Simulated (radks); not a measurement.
Values are calculated unless marked as measured or tabulated.
Task: Mean orbital radii <r> (bohr) of neutral lutetium, [Xe] 4f14 5d1 6s2, of relativity; Dirac values are averaged over j with weights 2j + 1. Spin-unpolarised spherical Kohn-Sham, PBE, point nucleus unless stated (finite: rms radius 5.37 fm), a radial shooting solver on a logarithmic mesh with Libxc functionals. A level marked "c x" has the speed of light scaled by that factor and shares open shells by 2j + 1; other Dirac levels either fill j = l - 1/2 first or share by 2j + 1.

| shell | non-rel. |
|---|---|
| 2p | 0.07649 |
| 3s | 0.2305 |
| 3p | 0.2204 |
| 3d | 0.1939 |
| 4s | 0.5174 |
| 4p | 0.5267 |
| 4d | 0.5500 |
| 5s | 1.281 |
| 5p | 1.446 |
| 4f | 0.6931 |
| 6s | 3.968 |
| 5d | 2.667 |

Give the values at the level "Dirac, c x 2".

Result: 
shell  Dirac, c x 2  change of magnitude (%)
2p          0.07551                    -1.27
3s           0.2261                    -1.90
3p           0.2182                    -0.99
3d           0.1935                    -0.19
4s           0.5079                    -1.84
4p           0.5218                    -0.93
4d           0.5494                    -0.12
5s            1.255                    -2.01
5p            1.433                    -0.89
4f           0.7003                    +1.04
6s            3.894                    -1.86
5d            2.725                    +2.18
